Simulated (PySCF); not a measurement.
An unknown gives this computed stick spectrum. Theory: PySCF 2.14.0, density-fitted response routines, TDDFT CAM-B3LYP/def2-SVPD, vertical, gas phase, core orbitals frozen in the response. Geometries: GFN2-xTB, one conformer each.

| state | E (eV) | f |
| --- | --- | --- |
| S1 | 6.00 | 0.065 |
| S2 | 6.02 | 0.066 |
| S3 | 6.29 | 0.0043 |
| S4 | 6.32 | 0.0038 |
| S5 | 6.50 | 0.0001 |
| S6 | 6.65 | 0.018 |
| S7 | 6.72 | 0.0060 |
| S8 | 7.01 | 0.021 |

Orbital energies (eV): HOMO-3 -11.08, HOMO-2 -10.68, HOMO-1 -7.61, HOMO -7.59, LUMO 0.92, LUMO+1 1.67, LUMO+2 1.92.

Question: Which structure fits?
A. `CP(=S)(CC)C`
B. `CC[Si]1(P)CSC1`
C. `C=PC1CCC1`
D. `C#CP(=C)(C)C`
E. `CC[P@@]1(=S)C[C@H]1[SiH3]`

Answer: A. Its S1, at 6.00 eV, is the highest among the candidates; the nearest of the others has S1 at 5.17 eV. S1 is HOMO→LUMO (67%), HOMO→LUMO+3 (21%). Löwdin shares by element: HOMO (one of a set within 0.03 eV) sulfur 75%, phosphorus 14%, carbon 5% or more; LUMO carbon 34% or more, hydrogen 9% or more (atoms not listed hold the other 57%). At the same level the other candidates give, for their lowest levels:
- `C=PC1CCC1`: 4.39 eV (f 0.007); 5.39 eV (f 0.167); 6.09 eV (f 0.005); 6.83 eV (f 0.015); 6.92 eV (f 0.003); T1 2.76 eV; HOMO -8.47, LUMO -0.45 eV
- `CC[P@@]1(=S)C[C@H]1[SiH3]`: 5.17 eV (f 0.030); 5.58 eV (f 0.017); 5.86 eV (f 0.048); 6.00 eV (f 0.122); 6.07 eV (f 0.014); T1 4.65 eV; HOMO -7.50, LUMO 0.80 eV
- `CC[Si]1(P)CSC1`: 4.73 eV (f 0.000); 5.77 eV (f 0.018); 5.99 eV (f 0.019); 6.02 eV (f 0.006); 6.41 eV (f 0.019); T1 4.34 eV; HOMO -7.59, LUMO 0.68 eV
- `C#CP(=C)(C)C`: 4.42 eV (f 0.025); 4.92 eV (f 0.048); 5.13 eV (f 0.037); 6.09 eV (f 0.019); 6.18 eV (f 0.011); T1 3.96 eV; HOMO -6.61, LUMO 0.91 eV

The values belong to the conformer `[CH3:1][CH2:2][P:3]([CH3:4])([CH3:5])=[S:6]`: C1–C2–P3–C4 72°.
Triplets come from the Tamm–Dancoff approximation.
